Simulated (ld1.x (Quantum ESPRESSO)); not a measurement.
Transferability test, TM potential for Nb

- Element: niobium
- Generator: ld1.x (Quantum ESPRESSO) 7.5
- Type: norm-conserving Troullier–Martins (Kleinman–Bylander form)
- Functional: LDA (PZ)
- Relativity: fully relativistic
- Frozen core: [Ar] 3d10
- Valence charge: 13
- Reference configuration: 4s2 4p6 4d4 5s1 5p0
- Partial waves: 4s (bound): rc 2.05 bohr; 4p (bound): rc 1.60 bohr; 4d (bound): rc 2.55 bohr
- Local potential: all-electron potential smoothed inside 1.80 bohr (lloc = -2)
- Core correction: none

Open shells are filled in proportion to 2j + 1 (rel_dist='average').

Occupied shells without a wave of their own: 5s. They enter only through the test configuration that unscreens the potential.

Energies are relative to the spin-unpolarised reference configuration 4s2 4p6 4d4 5s1 5p0; without spin polarisation the order of configurations can differ from experiment. The frozen-core shift is the all-electron ΔE with the core orbitals held at their reference shape minus the fully relaxed ΔE.

**Question.** Give the all-electron excitation energy and the error of the potential for: 4s2 4p6 4d4 5s0 5p0; 4s2 4p6 4d3 5s0 5p0; 4s2 4p6 4d2 5s0 5p0; 4s2 4p6 4d3 5s1 5p0; 4s2 4p6 4d3 5s2 5p0; 4s2 4p6 4d1 5s0 5p0; 4s2 4p6 4d5 5s0 5p0.

**Answer.**

| valence configuration | charge | ΔE all-electron (eV) | error AE − PS (meV) | frozen-core shift (meV) |
| --- | --- | --- | --- | --- |
| 4s2 4p6 4d4 5s0 5p0 | +1 | 6.917 | -1791 | 0.0 |
| 4s2 4p6 4d3 5s0 5p0 | +2 | 21.192 | -2596 | +0.1 |
| 4s2 4p6 4d2 5s0 5p0 | +3 | 46.123 | -3573 | +1.6 |
| 4s2 4p6 4d3 5s1 5p0 | +1 | 7.210 | +19 | 0.0 |
| 4s2 4p6 4d3 5s2 5p0 | 0 | -0.561 | +1612 | +0.1 |
| 4s2 4p6 4d1 5s0 5p0 | +4 | 83.207 | -4601 | +9.1 |
| 4s2 4p6 4d5 5s0 5p0 | 0 | 1.323 | -1253 | 0.0 |

Levels in the configuration 4s2 4p6 4d3 5s1 5p0:

```csv
level,all-electron (eV),pseudo (eV)
4s j=1/2,-67.871,-67.717
4p j=1/2,-45.384,-45.282
4p j=3/2,-43.220,-43.126
4d j=3/2,-11.720,-11.695
4d j=5/2,-11.532,-11.509
5s j=1/2,-10.796,-12.829
```

These tests converged, but a pseudo level misses the all-electron one widely, so the file describes the atom poorly there or has found another state: 4s2 4p6 4d4 5s0 5p0: empty 5s by 2.3 eV; 4s2 4p6 4d3 5s0 5p0: empty 5s by 3.3 eV (a node warning on the way); 4s2 4p6 4d2 5s0 5p0: empty 5s by 4.6 eV; 4s2 4p6 4d3 5s1 5p0: 5s by 2.0 eV; 4s2 4p6 4d3 5s2 5p0: 5s by 1.2 eV; 4s2 4p6 4d1 5s0 5p0: empty 5s by 6.1 eV. The 5s level has no wave, so the channel is fitted at the deeper level alone: the likely source of the large errors.

The potential misses its own reference levels by up to 1.4 eV, so it is not fit for use.
